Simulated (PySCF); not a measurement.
C₄H₁₀As₂S.
Structure used (PBE0-D3(BJ)/def2-SVP), in Å, numbered top down from 1:
```xyz
17
C4H10As2S angstrom
C      1.386   -1.382    0.548
C      1.063   -0.543   -0.651
S      1.812   -0.755   -2.084
C      0.027    0.524   -0.476
As     0.935    2.073    0.461
C     -1.208    0.129    0.326
As    -2.159   -1.408   -0.513
H      1.505   -0.760    1.451
H      0.550   -2.076    0.745
H      2.292   -1.973    0.376
H     -0.255    0.897   -1.469
H      1.792    2.448   -0.741
H     -0.160    3.064    0.072
H     -0.946   -0.177    1.352
H     -1.893    0.984    0.409
H     -3.471   -1.169    0.229
H     -2.628   -0.617   -1.729
```

Linear response at wB97X-D/def2-SVPD (PySCF, frozen core in the response, non-relativistic). One conformer (not necessarily the lowest) at the PBE0-D3(BJ)/def2-SVP geometry, without solvent, vibrations or thermal averaging. Relativistic effects, spin–orbit coupling among them, are left out although an element past zinc is present.

Static isotropic polarisability: 136.11 au (20.17 Å³), principal values 116.2, 144.7, 147.4 au.

Problem. What is the polarisability at 1064 nm and at the sodium D line?

Solution. 138.01 au at 1064 nm (+1.4 %), 142.83 au at 589.3 nm (+4.9 %). The lowest singlet lies at 499 nm (f = 0.001), near or inside this range; the response is undamped and has a pole at each allowed excitation.

Problem. What is the isotropic C6 coefficient between two such molecules, C6 = (3/π)∫α(iω)² dω?

Solution. 6184 au (Eh·bohr⁶) by a ten-point quadrature over imaginary frequencies, which is 3700 eV·Å⁶ or 357 J·nm⁶/mol.

Problem. Which effective excitation energy ω̄ makes London's formula C6 = (3/4)α²ω̄ exact here?

Solution. ω̄ = 4·C6/(3α²) = 0.445 Eh = 12.1 eV. London's choice of the ionisation energy (8.33 eV, ΔSCF at the same level) gives C6 = 4250 au, 31 % too low.

Problem. What three-body coefficient follows from the one-pole estimate C9 = (3/4)·α·C6?

Solution. 631000 au. This is an estimate from the two numbers above, not a computed integral.

Problem. The lowest 10 singlets have (eV, f): 2.48, 0.001; 4.60, 0.110; 5.24, 0.022; 5.70, 0.145; 5.85, 0.048; 6.22, 0.011; 6.37, 0.034; 6.45, 0.129; 6.54, 0.019; 6.62, 0.017. What share of the static polarisability do they carry in the sum over states α = Σ f/ω²?

Solution. 12.54 au, 9.2 % of α; the largest term, 3.83 au, is that of the state at 4.60 eV. Their oscillator strengths add up to 0.53. Higher states carry the rest.

Problem. How many electrons N does the Slater–Kirkwood formula C6 = (3/4)·√N·α^(3/2) need to give this C6?

Solution. N = (4·C6/3)²/α³ = 27.0; the species has 116 electrons in all.

Problem. How anisotropic is the static polarisability, by Δα² = ½[(α1 − α2)² + (α2 − α3)² + (α3 − α1)²]?

Solution. Δα = 30.0 au, or 0.22 of the isotropic value.

The pairwise dispersion term of wB97X-D wasn't added to the energies; at a given geometry it leaves orbitals and properties as they are.
